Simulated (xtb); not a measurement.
C$_{4}$H$_{3}$S (SMILES [c]1ccsc1), doublet, at a GFN2-xTB geometry, atoms displaced at random by about 0.1 Å a coordinate. Base run: xtb with GFN2-xTB.

The xtb input:
```
$ xtb mol.xyz --gfn 2 --uhf 1 --opt --json

# file mol.xyz
8

S      0.01346448     0.00304148     1.11336306
C      0.00001142     1.42447929     0.04320841
C     -0.06333036    -1.15650936    -0.11815931
C     -0.08060632     0.84839039    -1.30030358
C      0.14333198    -0.76123059    -1.35231096
H      0.06883653     2.20044339     0.29399757
H      0.02450788    -2.23725517     0.03760937
H      0.02878006    -1.50840950    -2.36410698
```

Each row names what was changed in the base input (with any setting that the change needs).

| change | ΔE vs base (kJ/mol) | optimiser steps |
|---|---|---|
| base | 0.00 | 11 |
| engine = lbfgs | 0.00 | - |
| opt level = loose | 0.03 | 8 |
| opt level = extreme | 0.00 | 16 |
| opt level = crude | 0.13 | 7 |
| opt level = lax | 0.00 | 10 |
| opt level = vtight | 0.00 | 13 |
| opt level = tight | 0.00 | 11 |
| opt level = sloppy | 0.13 | 7 |
| alpb = acetone | -20.36 | 11 |
